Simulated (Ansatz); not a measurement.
Breaking the Cd1–H2 bond in CdH3N (SMILES [NH2][CdH]) (multiplicity 1 held, fragments rigid). Energies count from the point at 1.656 Å.
Geometry at that point (charge 0, multiplicity 1):
```json
[
 {"atom": "Cd", "x (Å)": "-0.1932", "y (Å)": "-0.0408", "z (Å)": "-0.2275"},
 {"atom": "H", "x (Å)": "-1.2093", "y (Å)": "-0.2364", "z (Å)": "-1.5204"},
 {"atom": "N", "x (Å)": "1.1617", "y (Å)": "0.2684", "z (Å)": "1.2504"},
 {"atom": "H", "x (Å)": "1.4991", "y (Å)": "-0.5755", "z (Å)": "1.6986"},
 {"atom": "H", "x (Å)": "0.8497", "y (Å)": "0.8903", "z (Å)": "1.9872"}
]
```

U- levels take the lowest unrestricted solution at each point, which mixes spins at long bonds. Active spaces are followed from a long bond inwards. Curves can end on different states.

Correlated levels freeze the cores.

Run with Ansatz (a program for electronic structure) with Gaussian orbitals. Values without a source in brackets are computed. In def2 rows elements past Kr take small-core potentials, without spin–orbit coupling.

**Question.** Estimate the energy at R = 5.299 Å that SC-NEVPT2 on CASSCF(2,2)/def2-SVP returns for this input.

**Answer.** 68.9 kcal/mol

**Question.** What energy at R = 5.299 Å does FIC-MRCISD+Q on CASSCF(2,2)/def2-SVP give?

**Answer.** 72.3 kcal/mol

**Question.** Estimate the energy at R = 5.299 Å that U-CCSD(T)/def2-SVP returns for this input.

**Answer.** 71.4 kcal/mol

Doubts at one or more of the structures used: a spin-contaminated determinant (U-CCSD(T)/def2-SVP).
